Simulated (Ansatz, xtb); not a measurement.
# GeHOSi: which of two structures lies lower

Structure a: a doublet given by its coordinates. Structure b: a doublet given by its coordinates. Both are isolated molecules in the gas phase, relaxed with PBE0-D3(BJ)/def2-SVP.

a (Å):

```
atom    x (Å)    y (Å)    z (Å)
  Ge  -0.5141  -0.2906   1.4834
   O   0.8233   0.4292   0.5045
  Si  -0.4383   0.8204  -0.6467
   H  -0.0134   0.0783  -1.9047
```

Close contacts (Å): Ge1–O2 1.81, Ge1–Si3 2.40, O2–Si3 1.75, Si3–H4 1.52.

b (Å):

```xyz
4

Ge    1.1248    0.1874   -1.4440
O     0.2164    0.5121    0.1343
Si   -0.4625    0.8830    1.5435
H    -0.0202   -0.8085   -1.9685
```

Close contacts (Å): Ge1–O2 1.85, O2–Si3 1.61, Ge1–H4 1.61.

Energies in hartree; the thermal terms are from PBE0-D3(BJ)/def2-SVP harmonic frequencies (ideal gas, rigid rotor, one conformer each, 400 K, 1 atm) and include the zero-point energy:

|  | a | b |
| --- | --- | --- |
| E, CCSD(T)/def2-SVP | −2439.789039 | −2439.789917 |
| zero-point energy | 0.010915 | 0.009645 |
| H(400 K) − E | 0.018182 | 0.017600 |
| G(400 K) − E | −0.028968 | −0.030888 |

Q: Work out ΔE, ΔE₀, ΔH and ΔG for a → b in kJ/mol (1 Eh = 2625.50 kJ/mol) and the equilibrium ratio [b]/[a].

A: 1. ΔE = −2439.789917 − (−2439.789039) = −0.000878 Eh = −2.31 kJ/mol.
2. ΔE₀ = ΔE + ΔZPE = −0.000878 + (−0.001270) Eh = −5.64 kJ/mol.
3. ΔH = ΔE + (−0.000582) Eh = −3.83 kJ/mol.
4. ΔG = ΔE + (−0.001920) Eh = −7.35 kJ/mol, so ΔS = (ΔH − ΔG)/T = +8.8 J/(mol K).
5. kT = 1.2667 mEh, so K = [b]/[a] = exp(−ΔG/kT) = exp(+2.21) ≈ 9.1.

Structure b is favoured at this temperature. An error of 4 kJ/mol in ΔG would change K by a factor of 3.3. Mirror images and further conformers aren't counted.

Other levels gave ΔE = −44.3 (GFN2-xTB); +16.7 (HF/STO-3G, GFN2-xTB geometries); +7.0 (r2SCAN-D4/def2-SVP, GFN2-xTB geometries); +5.3 (PBE0-D3(BJ)/def2-SVP); −33.1 (HF/def2-SVP); +8.9 (MP2/def2-SVP) kJ/mol. Open shells are spin-unrestricted, with notable spin contamination. The correlated steps freeze 15 core orbitals; the filled d shell of Ge is correlated, in a basis made for valence electrons. Programs: Ansatz 0.2.0, xtb 6.7.1.
